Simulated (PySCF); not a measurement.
Isomers of C8H7N, one GFN2-xTB conformer each. Single-point energies are computed at PBE0/pcSseg-1 (PySCF, gas phase, no added dispersion term), electronic only.

```csv
SMILES,GFN2-xTB relative energy (kcal/mol)
CC#Cc1ccccn1,0.0
C#Cc1ccccc1N,4.6
```

Task: What does PBE0/pcSseg-1 give for the same structures?

Result: 
```json
{"SMILES": "C#Cc1ccccc1N", "PBE0/pcSseg-1 E (Eh)": "-363.27618", "PBE0/pcSseg-1 (kcal/mol)": "0.0", "GFN2-xTB (kcal/mol)": "4.6", "point group": "near Cs"}
{"SMILES": "CC#Cc1ccccn1", "PBE0/pcSseg-1 E (Eh)": "-363.27076", "PBE0/pcSseg-1 (kcal/mol)": "3.4", "GFN2-xTB (kcal/mol)": "0.0", "point group": "Cs"}
```

GFN2-xTB puts CC#Cc1ccccn1 lowest instead. As drawn, the lower has an N–H bond, which the higher lacks.

Task: Which frontier levels, dipoles and rotational constants go with these structures?

Result: 
```tsv
SMILES	HOMO (eV, PBE0/pcSseg-1)	LUMO (eV)	dipole (D)	A, B, C (MHz)
C#Cc1ccccc1N	-5.98	-0.77	1.70	3016, 1517, 1010
CC#Cc1ccccn1	-6.85	-1.12	1.89	5733, 857.1, 749.2
```
